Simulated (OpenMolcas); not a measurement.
V3+: moving or changing the point charges

V3+ among 4 point charges of -2.5 e arranged as a tetrahedron (Td), 2.11 Å from the ion.
```
   1.2182    1.2182    1.2182  -2.50
   1.2182   -1.2182   -1.2182  -2.50
  -1.2182    1.2182   -1.2182  -2.50
  -1.2182   -1.2182    1.2182  -2.50
```

- Program: OpenMolcas
- Method: CASSCF
- Basis: ANO-RCC-VDZP [5s4p2d1f]
- Scalar Hamiltonian: DKH2, point nucleus
- Active space: 2 electrons in 5 orbitals (3d)
- State averaging: 2S+1 = 3 even, 10 roots; 2S+1 = 1 even, 15 roots
- Spin-orbit coupling: RASSI with atomic mean-field integrals over the reference wave functions

Runs around this geometry, states (labels of Td). Energies in cm-1 above the lowest state or level, χT in cm3 K/mol; 10Dq and B are least-squares fits to the states below 45000 cm-1, weighted by degeneracy, with a free offset, and given where the rms deviation is under 5 % of |10Dq| (or 100 cm-1) and under 700 cm-1; 10Dq is negative for this site.

```
R (Å)  q (e)  Ground state  First state of that spin   10Dq  B (rms of fit)  First gap with spin-orbit (degeneracies)  χT at 300 K  First state of another spin
 2.11  -1.62           3A2                  3T2 1411  -1450       1084 (48)                               1373 (3, 1)        0.882                     1E 14485
 1.95   -2.5           3A2                  3T2 2729  -2743      1054 (102)                               2663 (3, 1)        0.932                     1E 14735
 2.11   -2.5           3A2                  3T2 1995  -2039       1074 (66)                               1939 (3, 1)        0.908                     1E 14645
 2.21   -2.5           3A2                  3T2 1638  -1679       1079 (56)                               1592 (3, 1)        0.893                     1E 14552
```

Taking |10Dq| as R^-n, n = -ln(1679 / 2743) / ln(2.21 / 1.95) = 3.9 between the shortest and longest distance. The point-charge formula for a cubic d site gives n = 5.

Scaling the charges by -1.62 / -2.5 = 0.65 scales |10Dq| by 1450 / 2039 = 0.71; with fixed orbitals a first-order splitting would follow the charge.

Without dynamic correlation the repulsion within the d shell is too large (B by tens of per cent), so at a given field states of lower spin stand too high. The ground term spreads over less than 5000 cm-1, several times less than with real ligands, so orbital moments are less quenched and χT lies further from the spin-only value than at real sites. Point charges carry no covalency, so the field is a model and not that of real ligands. No measured value stands beside these numbers.
